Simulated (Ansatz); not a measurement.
Born–Oppenheimer molecular dynamics of CH5BFN (9 atoms, charge 0, multiplicity 1). It starts from a relaxed structure.

All numbers below come from RKS revPBE/6-31G* (Ansatz 0.2.0).

* ensemble: NVT, Langevin thermostat
* time step: 0.25 fs
* steps asked: 250
* set temperature: 300 K
* friction: 0.02 /fs
* masses: H 3.016 u
* seed: 833640

First frame:

```xyz
9
Properties=species:S:1:pos:R:3
B -0.043 -0.161 -0.093
F -0.061 -0.592 1.203
C 1.353 0.068 -0.814
H 1.931 -0.875 -0.851
H 1.266 0.447 -1.847
H 1.975 0.783 -0.244
N -1.294 0.055 -0.720
H -2.181 -0.099 -0.245
H -1.386 0.374 -1.680
```

Problem. How far do the bonds stretch over the last three quarters of this one trajectory? (Pairs bonded in most of those frames.)

Solution. 
```json
{"bond": "B1–F2", "mean (Å)": "1.369", "spread (Å)": "0.015", "shortest": "1.35", "longest": "1.40"}
{"bond": "B1–C3", "mean (Å)": "1.587", "spread (Å)": "0.024", "shortest": "1.56", "longest": "1.63"}
{"bond": "B1–N7", "mean (Å)": "1.431", "spread (Å)": "0.032", "shortest": "1.40", "longest": "1.49"}
{"bond": "C3–H4", "mean (Å)": "1.122", "spread (Å)": "0.024", "shortest": "1.08", "longest": "1.17"}
{"bond": "C3–H5", "mean (Å)": "1.106", "spread (Å)": "0.019", "shortest": "1.07", "longest": "1.14"}
{"bond": "C3–H6", "mean (Å)": "1.105", "spread (Å)": "0.011", "shortest": "1.09", "longest": "1.12"}
{"bond": "N7–H8", "mean (Å)": "1.024", "spread (Å)": "0.033", "shortest": "0.98", "longest": "1.09"}
{"bond": "N7–H9", "mean (Å)": "1.022", "spread (Å)": "0.022", "shortest": "0.98", "longest": "1.06"}
```

Mean temperature of the second half: 237 K. The mean temperature of the second half is 21 % below the set value. A run of 0.062 ps of so small a system gives no equilibrium averages.

Run time: 8 min on 1 thread of Arm Neoverse V1 (shared host), peak memory 0.12 GiB.
